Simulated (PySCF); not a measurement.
Point-charge models of `C=C[P@@](C)(=S)C1=COC=C1` against its computed dipole.

Coordinates (GFN2-xTB, Å) and charges (e) from the PBE0/pcSseg-1 density (PySCF):

```csv
atom,x,y,z,Mulliken,IAO,Hirshfeld,ESP-fitted
C1,-2.635,0.152,-1.182,-0.1135,-0.2804,-0.0750,-0.1932
C2,-1.624,-0.613,-0.804,-0.3666,-0.3816,-0.0893,-0.2057
P3,-0.688,-0.431,0.739,+0.5607,+1.1272,+0.3465,+0.1187
C4,-0.992,1.275,1.346,-0.4144,-0.6535,-0.1563,-0.6244
S5,-1.060,-1.832,2.028,-0.3660,-0.6249,-0.3346,-0.3424
C6,1.021,-0.407,0.164,-0.4634,-0.3324,-0.0975,+0.1213
C7,1.614,0.348,-0.887,-0.1281,-0.2191,-0.0881,-0.3024
C8,2.917,-0.030,-0.918,+0.1795,+0.0052,+0.0110,-0.0773
O9,3.170,-0.954,0.026,-0.3452,-0.2135,-0.0505,-0.1146
C10,2.027,-1.181,0.675,+0.2577,+0.0389,+0.0246,-0.0157
H11,-3.203,-0.065,-2.073,+0.1348,+0.1636,+0.0583,+0.1313
H12,-2.931,1.028,-0.630,+0.1249,+0.1503,+0.0508,+0.1504
H13,-1.353,-1.507,-1.354,+0.1478,+0.1720,+0.0537,+0.1694
H14,-0.324,1.445,2.190,+0.1728,+0.1795,+0.0564,+0.2182
H15,-0.807,2.014,0.569,+0.1441,+0.1596,+0.0487,+0.2076
H16,-2.021,1.338,1.698,+0.1653,+0.1704,+0.0542,+0.2361
H17,1.125,1.059,-1.522,+0.0806,+0.1697,+0.0565,+0.2005
H18,3.735,0.271,-1.543,+0.1120,+0.1767,+0.0674,+0.1810
H19,2.018,-1.900,1.471,+0.1169,+0.1924,+0.0629,+0.1412
```

Question: Compute μ = Σ q r for each scheme (1 e·Å = 4.803 D) and compare with the dipole of the full density.

Answer: The full density gives (0.68, 3.64, -3.23) D, 4.91 D in size; dipole vectors point from the negative to the positive end.

```
    scheme     μx    μy     μz  size (D)  share of the full size (%)  angle to the full dipole (°)
  Mulliken  -0.86  3.95  -1.73      4.40                          90                            26
       IAO   0.62  3.79  -3.18      4.98                         101                             2
 Hirshfeld   0.77  2.47  -2.33      3.48                          71                             5
ESP-fitted   0.67  3.77  -3.28      5.05                         103                             1
```

Question: Which set comes closest?

Answer: Length of the difference vector: ESP-fitted 0.14 D, IAO 0.16 D, Hirshfeld 1.48 D, Mulliken 2.17 D. Closest: ESP-fitted. The schemes that divide the density aren't constrained to reproduce the dipole.

Question: What is left for the Hirshfeld atoms' own dipoles?

Answer: The shares of the density sum to the whole, so what Σ q r misses lies in dipoles about the nuclei. The atomic dipoles sum to (0.68, 3.64, -3.23) − (0.77, 2.47, -2.33) = (-0.09, 1.17, -0.90) D, 1.48 D in size.

Question: With the origin at the mean of the coordinates, (-0.001, 0.000, 0.000) Å, which are the largest single terms, by size, of the IAO dipole along the direction of the full one?

Answer: S5 +8.52, P3 -4.88, H19 -1.94, H17 +1.58, H18 +1.47 D; all 19 atoms together +4.98 D. The single terms depend on the origin, their sum doesn't.

Question: Give the size of the full dipole in other units.

Answer: 4.91 D = 1.933 au = 1.023 e·Å = 16.39 × 10⁻³⁰ C·m.

Geometry: GFN2-xTB, one conformer, isolated molecule.

Conformer computed: `[CH2:1]=[CH:2][P@@:3]([CH3:4])(=[S:5])[c:6]1[cH:7][cH:8][o:9][cH:10]1`: C1–C2–P3–C4 -19°, C2–P3–C6–C7 48°.
